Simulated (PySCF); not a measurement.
GeH2I2, SMILES [I][GeH2][I]. Atoms are numbered in the order given.

```xyz
5

Ge     0.0000     0.0000     1.0790
I      2.0867     0.0000    -0.3620
I     -2.0867     0.0000    -0.3620
H      0.0000     1.2850     1.9219
H      0.0000    -1.2850     1.9219
```
Charge 0, spin multiplicity 1.

Geometry optimised at B3LYP-D3(BJ)/def2-SVP. The def2 effective core potentials stand for the cores of I; spin–orbit coupling is left out.

The numbers are results of CAM-B3LYP/def2-TZVPD (PySCF), not measurements.

Symmetry labels are those of the subgroup C2v that the program uses (full group C2v).

Computed valence orbital energies around the gap with their symmetry:
```tsv
orbital	symmetry	energy (eV)
HOMO−7	A1	-17.20
HOMO−6	B2	-12.40
HOMO−5	A1	-11.37
HOMO−4	B1	-10.91
HOMO−3	A1	-9.28
HOMO−2	A2	-9.15
HOMO−1	B2	-9.06
HOMO	B1	-8.89
LUMO	A1	-1.23
LUMO+1	B1	-0.05
LUMO+2	A1	0.65
LUMO+3	A1	0.93
```
